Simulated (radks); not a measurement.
The numbers below are computed, except where a source is named.
Er39+, 29 electrons, occupied as [Ar] 3d10 4s1. Level of theory: scalar-relativistic Kohn-Sham, BLYP, spin-polarised, spherical densities, finite nucleus; open shells are filled with parallel spins first (spin-orbit coupling, left out, can overturn this in heavy ions); Fermi nuclear charge, rms radius 5.2516 fm (a radial shooting solver on a logarithmic mesh with Libxc functionals).

Unscreened Slater integrals over Kohn-Sham orbitals (eV). They are taken over the spin-up orbitals. Empty in this configuration: 4p.

integral,value
"F0(4s,4s)",55.152
"F0(4s,3d)",69.187
"G2(4s,3d)",6.6230
"F0(4s,3p)",67.963
"G1(4s,3p)",6.9677
"F0(4s,3s)",67.814
"G0(4s,3s)",5.2967
"F0(4s,4p)",54.588
"G1(4s,4p)",36.850
"F0(3d,3d)",124.56
"F2(3d,3d)",63.631
"F4(3d,3d)",40.974
"F0(3d,3p)",116.35
"F2(3d,3p)",56.071
"G1(3d,3p)",61.333
"G3(3d,3p)",40.513
"F0(3d,3s)",115.66
"G2(3d,3s)",47.218
"F0(3d,4p)",68.414
"F2(3d,4p)",19.981
"G1(3d,4p)",6.5305
"G3(3d,4p)",6.6157
"F0(3p,3p)",111.51
"F2(3p,3p)",56.014
"F0(3p,3s)",110.80
"G1(3p,3s)",72.428
"F0(3p,4p)",67.198
"F2(3p,4p)",21.348
"G0(3p,4p)",5.7982
"G2(3p,4p)",7.0130
"F0(3s,3s)",110.34
"F0(3s,4p)",66.972
"G1(3s,4p)",6.1106
"F0(4p,4p)",54.074
"F2(4p,4p)",28.129
